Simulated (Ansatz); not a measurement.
Coupled-cluster diagnostics for Be₄⁺ (the lowest doublet isomer of a short search), Ansatz.

Geometry of the doublet (PBE/def2-TZVP):

```xyz
4

Be    1.501   -0.097   -0.190
Be    0.145   -0.520    1.417
Be   -0.146    0.519   -1.418
Be   -1.501    0.098    0.190
```

Correlated methods freeze no core orbitals. In CCSD on the charge 1 quartet the largest single amplitude is 0.98, so its Hartree–Fock determinant may place the open shell otherwise than the density functionals do. The structure comes from a short search, and lower isomers may exist.

Geometry of the charge 1 quartet (PBE/def2-TZVP):

```tsv
atom	x (Å)	y (Å)	z (Å)
Be1	0.157	-0.379	-0.868
Be2	-1.702	-0.865	0.069
Be3	1.702	0.865	-0.069
Be4	-0.157	0.379	0.868
```

(1) Estimate the CCSD(T) correlation energy, the shares of MP2 and (T), T1 and the reference's ⟨S²⟩ for: charge 1, doublet, own geometry in def2-TZVPP; charge 1, quartet, own geometry in def2-TZVPP; and the rough time on 4 threads of Intel Xeon Platinum 8488C on a shared host.

Answers

(1) 
```json
{"state": "charge 1, doublet, own geometry", "basis": "def2-TZVPP", "correlation (eV)": "-7.513", "MP2 share (%)": "79.7", "(T) share (%)": "3.1", "T1": "0.019", "⟨S²⟩ (pure)": "0.81 (0.75)", "wall time": "1.8 s", "remarks": "–"}
{"state": "charge 1, quartet, own geometry", "basis": "def2-TZVPP", "correlation (eV)": "-7.382", "MP2 share (%)": "77.2", "(T) share (%)": "5.4", "T1": "0.185", "⟨S²⟩ (pure)": "3.80 (3.75)", "wall time": "1.8 s", "remarks": "large T1 (0.185)"}
```
Customary marks for T1 are 0.02 (closed shells), 0.045 (open shells) and about 0.05 (3d metals). T1 exceeds 0.02 in 1 of 2 rows and 0.045 in 1; the higher it lies, the less the single-reference result can be trusted.
